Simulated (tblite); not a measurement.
Se (SMILES [Se+]), charge +1, quartet; GFN1-xTB (tblite).

Input for tblite:
```
$ tblite run mol.xyz --method gfn1 --charge 1 --spin 3 --spin-polarized --json tblite.json --no-restart

# file mol.xyz
1

Se     0.00000000     0.00000000     0.00000000
```

Q: Predict the main parts of the log of this tblite run.

A: 
```
xTB calculator
 | screened Coulomb repulsion
 | Coulomb electrostatics
 |  * isotropic Klopman-Ohno-Mataga-Nishimoto electrostatics
 |  * onsite third-order electrostatics
 | DFT-D3(BJ) dispersion correction
 | Interactions (1)
 | [1] spin polarization

halogen bonding energy    0.0000000000000E+00 Eh
repulsion energy          0.0000000000000E+00 Eh
dispersion energy         0.0000000000000E+00 Eh
interaction energy        0.0000000000000E+00 Eh
number of electrons       5.0000000000000E+00 e
integral cutoff           2.0076194534669E+01 bohr

------------------------------------------------------------
  cycle        total energy    energy error   density error
------------------------------------------------------------
      1     -2.612456796000  -2.6124568E+00   1.2397730E+00
      2     -2.612456796000   0.0000000E+00   7.4386379E-01
      3     -2.612456796000   0.0000000E+00   4.4627364E-05
      4     -2.612456796000   0.0000000E+00   3.1987782E-13
------------------------------------------------------------

electronic energy        -2.6124567960000E+00 Eh
total energy             -2.6124567960000E+00 Eh

Post processing:
 | Mayer-Wiberg bond orders

[Info] JSON dump of results written to 'tblite.json'
```
